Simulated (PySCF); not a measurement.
# Electronic structure of Hg+ (mercury, charge +1) at the UHF level

Configuration: [Xe] 4f14 5d10 6s1, 2S determinant. Computed with PySCF 2.14 in cc-pVDZ-PP with ECP60MDF (4s4p3d1f, 38 functions), with scalar relativity through the core potential.

- Total energy: -152.224713 hartree
- One-electron energy: -263.4522 hartree
- Hartree (Coulomb) energy: 124.0609 hartree
- Exchange energy: -12.8334 hartree
- ⟨S²⟩: 0.7516
- ⟨L²⟩: 0.000
- Sum of ⟨r⟩: 25.68 bohr
- Sum of ⟨r²⟩: 42.93 bohr²
- Time after the integrals: 0.08 s of wall time on 1 thread of Neoverse-V2 (shared host)

| shell | electrons | mean orbital energy (eV) | rms radius, mean of both spins (bohr) |
| --- | --- | --- | --- |
| 5s α | 1 | -147.00 | 0.980 |
| 5s β | 1 | -146.81 | 0.980 |
| 5p α | 3 | -91.697 | 1.12 |
| 5p β | 3 | -91.685 | 1.12 |
| 5d α | 5 | -25.596 | 1.58 |
| 5d β | 5 | -25.276 | 1.58 |
| 6s α | 1 | -17.280 | 2.93 |

Energies and moments cover only the electrons outside the core potential. Spin-orbit coupling, which splits the p, d and f shells strongly at this Z, is absent.
